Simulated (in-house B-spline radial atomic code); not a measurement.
Inner levels of tantalum as electrons are removed. A shift is the extra binding of the orbital against the neutral atom ([Xe] 4f14 5d3 6s2). The density at the nucleus is averaged over the nuclear charge. Computed with an all-electron radial atomic-structure program (B-spline basis): Dirac-Hartree-Fock, average of the configuration, finite nuclei.

```
  ion  configuration  shift of 1s1/2 (eV)  radius of 1s1/2 (bohr)  Σ<r²> (bohr²)  change of density at nucleus (bohr⁻³)
Ta54+       [Ar] 3d1              3798.95                0.018661        0.41401                               -1767.16
Ta55+   [Ne] 3s2 3p6              3979.37                0.018661        0.37786                               -1084.62
Ta56+   [Ne] 3s2 3p5              4168.64                0.018658        0.33435                                -686.04
Ta57+   [Ne] 3s2 3p4              4359.89                0.018656        0.29168                                -285.54
Ta58+   [Ne] 3s2 3p3              4553.14                0.018654        0.24985                                 116.78
Ta59+   [Ne] 3s2 3p2              4748.37                0.018651        0.20882                                 520.78
Ta60+   [Ne] 3s2 3p1              4945.59                0.018648        0.16859                                 926.34
Ta61+       [Ne] 3s2               5144.8                0.018646        0.12913                                1333.37
Ta62+       [Ne] 3s1              5336.72                0.018645       0.089072                               -17951.1
Ta63+   [He] 2s2 2p6              5530.29                0.018643       0.049657                               -37620.2
Ta64+   [He] 2s2 2p5              5994.82                0.018632       0.043375                               -36823.3
Ta65+   [He] 2s2 2p4              6464.27                 0.01862       0.037255                               -36036.7
Ta66+   [He] 2s2 2p3              6938.62                0.018608       0.031291                               -35261.4
Ta67+   [He] 2s2 2p2              7417.89                0.018596        0.02548                               -34498.1
Ta68+   [He] 2s2 2p1              7902.07                0.018583       0.019816                               -33747.6
Ta69+       [He] 2s2              8391.16                 0.01857       0.014296                               -33010.9
Ta70+       [He] 2s1              8833.75                0.018569      0.0075625                                -109994
Ta71+            1s2               9279.7                 0.01856     0.00094526                                -188458
Ta72+            1s1              10673.9                 0.01845     0.00046676                                -692064
```
